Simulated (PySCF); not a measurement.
# Excitation energy of Ca by level of theory

Ca [Ar] 4s2 (1S) → Ca [Ar] 4s1 4p1 (3P), as a difference of total energies. Calculation: PySCF 2.14, in dyall-av2z (17s13p4d, 76 functions); the non-relativistic Hamiltonian (point nucleus). Correlated levels: valence: [Ar] frozen; virtual orbitals above 40 to 60 times the deepest correlated orbital energy dropped. The calculations carry no spin-orbit coupling.

```tsv
method	excitation energy (eV)	difference from reference (eV)
UHF	1.008	-0.884
LDA	1.928	+0.036
PBE	1.767	-0.125
PBE0	1.672	-0.220
r2SCAN	1.519	-0.373
wB97X	1.985	+0.093
TPSS	1.695	-0.197
B97-3	1.964	+0.072
r2SCANh	1.530	-0.362
MP2 (valence)	1.487	-0.405
SCS-MP2 (valence)	1.621	-0.271
```

Reference: 1.892 eV (measured; NIST levels, between the centres of gravity of the two terms).

These non-relativistic numbers lack the scalar-relativistic shift.

Errors of the correlated levels include the incompleteness of this basis and the frozen core.
